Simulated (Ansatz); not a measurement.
Ansatz results at the PBE0-D4/def2-TZVP geometry: HOMO–LUMO gap (ωB97M-V/def2-TZVPP) 9.73 eV; LUMO energy (PBE0/def2-TZVPP) -1.86 eV; HOMO–LUMO gap (PBE/def2-TZVPP) 2.69 eV.

Each molecule was computed in one conformer, which needn't be the lowest.

Task: Which molecule gave them?
A. `CS[C@H]1O[Si@@H]1Cl`
B. `C[SiH](Cl)OC=S`
C. `C[Si](S)(Cl)C=O`
D. `C1[SiH2]C[Se]1`

Result: C. The others give `C1[SiH2]C[Se]1`: 9.51, -0.69, 3.59; `CS[C@H]1O[Si@@H]1Cl`: 10.38, -0.43, 4.34; `C[SiH](Cl)OC=S`: 9.33, -1.76, 2.79.
